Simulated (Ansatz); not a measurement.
H₃AsBFO (SMILES OB(F)[AsH2]), singlet, at a GFN2-xTB geometry, atoms displaced at random by about 0.08 Å a coordinate; PBE/STO-3G, gradient (Ansatz, a first-principles code).

The Ansatz input:
Ansatz 0.2 input:
```yaml
crystal:
  periodic: [false, false, false]
  atoms:
    - {symbol: B, position_ang: [-0.91467581, 0.33726745, 0.43248979]}
    - {symbol: As, position_ang: [0.97227852, -0.31787747, -0.26781069]}
    - {symbol: H, position_ang: [1.48395284, -0.46960940, 0.92826810]}
    - {symbol: H, position_ang: [1.56175368, 1.06928320, -0.49368892]}
    - {symbol: F, position_ang: [-1.59054727, -0.58339569, 1.01809832]}
    - {symbol: O, position_ang: [-1.60504060, 1.51970714, 0.11917409]}
    - {symbol: H, position_ang: [-1.01637723, 2.15626528, -0.41294854]}
basis:
  gaussian:
    orbitals: STO-3G
hamiltonian:
  xc: pbe
output: {forces: true}
```

It wrote (shortened):

```
Functional definition: PBE
436 factors; integrals over basis functions are off by at most 5.7e-5 eV
mean field evaluation 1: about -65550.9409 eV, gradient 1.4e1 eV
mean field evaluation 2: about -65548.3489 eV, gradient 3.5e1 eV
mean field evaluation 4: about -65551.6303 eV, gradient 2.6e0 eV
mean field evaluation 8: about -65551.6006 eV, gradient 7.0e-2 eV
mean field -65551.60064112 eV, -2408.9768910903 hartree, gradient 4.1e-5 eV, S^2 0.000000; 0 other end points of the search recorded, 0 dependent functions left out
the calculation of the forces begins
reference -65551.60065842 eV, -2408.9768917261 hartree; 29, 29 occupied and 7, 7 virtual orbitals, 436 factors
Total energy: -65551.60065842 eV, -2408.9768917261 hartree
Atom 0 at    -0.914676     0.337267     0.432490 Å, force     2.406946     1.528225    -2.340106 eV/Å
Atom 1 at     0.972279    -0.317877    -0.267811 Å, force    -2.366669     1.943805    -4.024946 eV/Å
Atom 2 at     1.483953    -0.469609     0.928268 Å, force     1.736684    -0.315899     3.990578 eV/Å
Atom 3 at     1.561754     1.069283    -0.493689 Å, force    -0.323116    -0.871731     0.348460 eV/Å
Atom 4 at    -1.590547    -0.583396     1.018098 Å, force    -1.836836    -1.684908     1.674990 eV/Å
Atom 5 at    -1.605041     1.519707     0.119174 Å, force    -0.065605    -0.664383     0.490751 eV/Å
Atom 6 at    -1.016377     2.156265    -0.412949 Å, force     0.448596     0.064892    -0.139726 eV/Å
Dipole moment:     0.032444     0.361487     0.094454 e Å
```
